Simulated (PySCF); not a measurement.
C6H5, SMILES [c]1ccccc1, multiplicity 2. Atoms are numbered in the order given.

```xyz
11

C      0.0000     0.0000    -1.3970
C      0.0000    -1.2257    -0.7707
C      0.0000    -1.2127     0.6310
C      0.0000     0.0000     1.3221
C      0.0000     1.2127     0.6310
C      0.0000     1.2257    -0.7707
H      0.0000    -2.1676    -1.3257
H      0.0000    -2.1576     1.1815
H      0.0000     0.0000     2.4145
H      0.0000     2.1576     1.1815
H      0.0000     2.1676    -1.3257
```
Charge 0, spin multiplicity 2.

Coordinates come from a PBE0-D3(BJ)/def2-SVP optimisation. The isomer is the one that the SMILES or the coordinates give; other isomers of the formula were not compared.

These are PBE0/pcH-1 in PySCF values and carry that method's errors.

Unrestricted Kohn–Sham, ⟨S²⟩ = 0.761. Hyperfine tensors hold the contact and dipolar terms, without spin-orbit corrections.

Task: Estimate the hyperfine couplings. (Estimate from the structure and the level; the computed values follow.)

Result: 
```json
[
 {"nucleus": "13C no. 1", "A(iso) (MHz)": "398.3", "A(iso) (G)": "142.1", "dipolar principal values (MHz)": "-79.9, -59.0, 138.9"},
 {"nucleus": "13C no. 2", "A(iso) (MHz)": "8.6", "A(iso) (G)": "3.1", "dipolar principal values (MHz)": "-15.5, -1.2, 16.7"},
 {"nucleus": "13C no. 3", "A(iso) (MHz)": "49.3", "A(iso) (G)": "17.6", "dipolar principal values (MHz)": "-6.9, -0.4, 7.3"},
 {"nucleus": "13C no. 4", "A(iso) (MHz)": "-8.6", "A(iso) (G)": "-3.1", "dipolar principal values (MHz)": "-8.1, 3.2, 5.0"},
 {"nucleus": "13C no. 5", "A(iso) (MHz)": "49.3", "A(iso) (G)": "17.6", "dipolar principal values (MHz)": "-6.9, -0.4, 7.3"},
 {"nucleus": "13C no. 6", "A(iso) (MHz)": "8.6", "A(iso) (G)": "3.1", "dipolar principal values (MHz)": "-15.5, -1.2, 16.7"},
 {"nucleus": "1H no. 7", "A(iso) (MHz)": "51.8", "A(iso) (G)": "18.5", "dipolar principal values (MHz)": "-6.7, -5.6, 12.3"},
 {"nucleus": "1H no. 8", "A(iso) (MHz)": "14.7", "A(iso) (G)": "5.2", "dipolar principal values (MHz)": "-2.9, -2.5, 5.4"},
 {"nucleus": "1H no. 9", "A(iso) (MHz)": "6.7", "A(iso) (G)": "2.4", "dipolar principal values (MHz)": "-1.6, 0.8, 0.8"},
 {"nucleus": "1H no. 10", "A(iso) (MHz)": "14.7", "A(iso) (G)": "5.2", "dipolar principal values (MHz)": "-2.9, -2.5, 5.4"},
 {"nucleus": "1H no. 11", "A(iso) (MHz)": "51.8", "A(iso) (G)": "18.5", "dipolar principal values (MHz)": "-6.7, -5.6, 12.3"}
]
```
